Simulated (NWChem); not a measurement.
System meant: C3H3N2, doublet; SMILES C1=CC=N[N]1

NWChem input:

```
start job
memory heap 200 mb stack 900 mb global 1100 mb
geometry units angstroms noautoz
  C     -1.147342    -0.003084    -0.000004
  C     -0.282338    -1.126411     0.020898
  N      0.980534    -0.623770    -0.026490
  N      0.977211     0.628991     0.026505
  C     -0.288368     1.124856    -0.020904
  H     -2.243840    -0.006016    -0.000028
  H     -0.484471    -2.202119     0.004383
  H     -0.496243     2.199475    -0.004397
end
basis spherical
  C library def2-svp
  N library def2-svp
  H library def2-svp
end
dft
  odft
  mult 2
  xc xpbe96 cpbe96
  iterations 4
  mulliken
end
task dft energy
```

End of the output:

```
     --------------------------
     Expectation value of S2:
     --------------------------
      <S2> =      0.7521 (Exact =     0.7500)

 center of mass
 --------------
 x =   0.00000000 y =   0.00000000 z =   0.09077637

 moments of inertia (a.u.)
 ------------------
         178.508681838816          -0.000000012112           0.000000000000
          -0.000000012112         361.100935382339           0.000000000000
           0.000000000000           0.000000000000         182.805864581528

     Multipole analysis of the density
     ---------------------------------

     L   x y z        total         alpha         beta         nuclear
     -   - - -        -----         -----         ----         -------
     0   0 0 0     -0.000000    -18.000000    -17.000000     35.000000

     1   1 0 0      0.000000     -0.000000      0.000000      0.000000
     1   0 1 0     -0.000000     -0.000000      0.000000      0.000000
     1   0 0 1     -0.593772     -1.221076      0.627304     -0.000000

     2   2 0 0    -18.477296    -64.937803    -62.046042    108.506549
     2   1 1 0     -0.083879     -0.004659     -0.084833      0.005613
     2   1 0 1      0.000000      0.000000     -0.000000      0.000000
     2   0 2 0    -22.680530    -11.616115    -11.117811      0.053396
     2   0 1 1      0.000000      0.000000     -0.000000     -0.000000
     2   0 0 2    -20.991739    -63.001182    -57.284834     99.294277

 ------------------------------------------------------------------------
 dft energy failed                                                                                  0
 ------------------------------------------------------------------------
 ------------------------------------------------------------------------
  current input line :
    25: task dft energy
 ------------------------------------------------------------------------
 ------------------------------------------------------------------------
 This type of error is most commonly associated with calculations not reaching convergence criteria
 ------------------------------------------------------------------------
 For more information see the NWChem manual at https://nwchemgit.github.io

0:dft energy failed:Received an Error in Communication
```

### Question
Find the fault in this run and fix the input.

### Answer
The run did not converge; its last values are not results. Cause: the SCF was allowed too few iterations. This input runs:
```
start job
memory heap 200 mb stack 900 mb global 1100 mb
geometry units angstroms noautoz
  C     -1.147342    -0.003084    -0.000004
  C     -0.282338    -1.126411     0.020898
  N      0.980534    -0.623770    -0.026490
  N      0.977211     0.628991     0.026505
  C     -0.288368     1.124856    -0.020904
  H     -2.243840    -0.006016    -0.000028
  H     -0.484471    -2.202119     0.004383
  H     -0.496243     2.199475    -0.004397
end
basis spherical
  * library def2-svp
end
dft
  odft
  mult 2
  xc xpbe96 cpbe96
  iterations 150
  mulliken
end
task dft energy
```
It converges to -225.09361 Ha (PBE/def2-SVP, spin-unrestricted).
